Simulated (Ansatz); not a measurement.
[Nd(H2O)6]3+ (NdO₆H₁₂³⁺), 19 atoms. Hardware: 4 threads of Intel Xeon on a shared host.

In the def2 sets Nd takes a core potential; there is no spin–orbit coupling. Correlated methods freeze 10 core orbitals; core or outer-core shells of Nd are correlated, in sets that lack core-valence functions. With an open 4f shell the SCF may have ended on a state above the lowest.

(1) How many basis functions does each of these Ansatz runs have, and roughly what does it cost? MP2/def2-SVP, charge 3 quartet, energy, from earlier orbitals; r2SCAN-D4/def2-TZVP, charge 3 quartet, energy and forces, from earlier orbitals; RPA@PBE/def2-SVP, charge 3 quartet, energy, from earlier orbitals; PBE-D4/def2-TZVP, charge 3 quartet, energy, from earlier orbitals; PBE0-D4/def2-SVP, charge 3 quartet, energy, from earlier orbitals; r2SCANh-D4/def2-TZVP, charge 3 quartet, energy, from earlier orbitals; PBE0-D4/def2-SVP, charge 3 quartet, energy with a search over starts; PBE-D4/def2-SVP, charge 3 quartet, energy, from earlier orbitals; PBE0-D4/def2-TZVP, charge 3 quartet, energy and forces, from earlier orbitals; r2SCAN-D4/def2-SVP, charge 3 quartet, relaxation, 3 steps; revPBE-D4/def2-TZVP, charge 3 quartet, energy, from earlier orbitals.

Answers

(1) Other jobs shared the machine, so times can vary by a factor of up to 3.

```tsv
run	functions	fitting or Cholesky vectors	wall time	peak host memory (GiB)
PBE-D4/def2-SVP, charge 3 quartet, energy, from earlier orbitals	222	2188	38 s	0.95
RPA@PBE/def2-SVP, charge 3 quartet, energy, from earlier orbitals	222	2059	46 s	1
MP2/def2-SVP, charge 3 quartet, energy, from earlier orbitals	222	2059	52 s	1.2
PBE-D4/def2-TZVP, charge 3 quartet, energy, from earlier orbitals	351	2216	62 s	1.8
revPBE-D4/def2-TZVP, charge 3 quartet, energy, from earlier orbitals	351	2216	63 s	1.8
PBE0-D4/def2-SVP, charge 3 quartet, energy, from earlier orbitals	222	2358	86 s	1.9
PBE0-D4/def2-SVP, charge 3 quartet, energy with a search over starts	222	2358	2.1 min	1.9
PBE0-D4/def2-TZVP, charge 3 quartet, energy and forces, from earlier orbitals	351	2360	2.7 min	3.1
r2SCAN-D4/def2-SVP, charge 3 quartet, relaxation, 3 steps	222	2188	3.1 min	1.1
r2SCANh-D4/def2-TZVP, charge 3 quartet, energy, from earlier orbitals	351	2285	3.9 min	3
r2SCAN-D4/def2-TZVP, charge 3 quartet, energy and forces, from earlier orbitals	351	2216	4.4 min	1.9
```
